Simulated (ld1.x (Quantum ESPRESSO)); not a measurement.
**An all-electron radial function and its pseudo partner (oxygen (O))**

Columns: radius, all-electron u(r) and pseudo u(r) of the 2p shell (level -9.25 eV) of oxygen in the configuration [He] 2s1.5 2p4.5; PBE, non-relativistic, PAW scheme, ld1.x (Quantum ESPRESSO) 7.5.

```tsv
r (bohr)	all-electron	pseudo
0.110	0.1205	0.0104
0.220	0.3288	0.0408
0.330	0.5199	0.0888
0.440	0.6653	0.1511
0.550	0.7639	0.2229
0.660	0.8211	0.2992
0.770	0.8450	0.3748
0.880	0.8442	0.4448
0.990	0.8260	0.5048
1.100	0.7961	0.5518
1.210	0.7588	0.5837
1.320	0.7174	0.6000
1.430	0.6740	0.6014
1.540	0.6301	0.5896
1.650	0.5869	0.5671
1.760	0.5450	0.5370
1.870	0.5048	0.5025
1.980	0.4668	0.4664
2.090	0.4309	0.4309
2.200	0.3973	0.3973
2.310	0.3660	0.3660
2.420	0.3368	0.3368
2.530	0.3098	0.3098
2.640	0.2848	0.2848
2.750	0.2617	0.2617
2.860	0.2404	0.2404
```

How many radial nodes do the two functions have?

The all-electron 2p function has n − l − 1 = 0; the pseudo-wave has 0.

At about which radius was the pseudo-wave matched?

2.20 bohr. The columns agree to 0.0005 from 1.98 bohr on; several derivatives are matched, so the curves merge somewhat inside the radius.

Is the pseudo-wave norm-conserving?

No, it belongs to a PAW set: the norm inside the radius is not constrained, and the difference is carried by the augmentation charge.
